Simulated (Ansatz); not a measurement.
A run for Ansatz (a program for electronic structure): R-B3LYP-D3(BJ)/def2-TZVP on GeHI (SMILES [GeH][I]). Elements past Kr take the def2 small-core potentials; no spin–orbit coupling.

Ansatz 0.2 input:
```yaml
crystal:
  periodic: [false, false, false]
  atoms:
    - {symbol: Ge, position_ang: [-0.12987540, -0.22162509, 0.94501724]}
    - {symbol: H, position_ang: [-1.21871184, -0.74559342, -0.22773293]}
    - {symbol: I, position_ang: [1.33210287, 0.99090430, -0.75244413]}
basis:
  gaussian:
    orbitals: def2-TZVP
hamiltonian:
  xc: b3lyp
  dispersion: d3bj
relax: {f_tol: 0.003, max_steps: 120}
```

Task: Give the final energy of this run.

Result: -2375.4750 hartree.

Task: How many basis functions does it have, and what does it roughly cost on one machine?

Result: 104 functions; about 11 core-seconds (a rough figure).
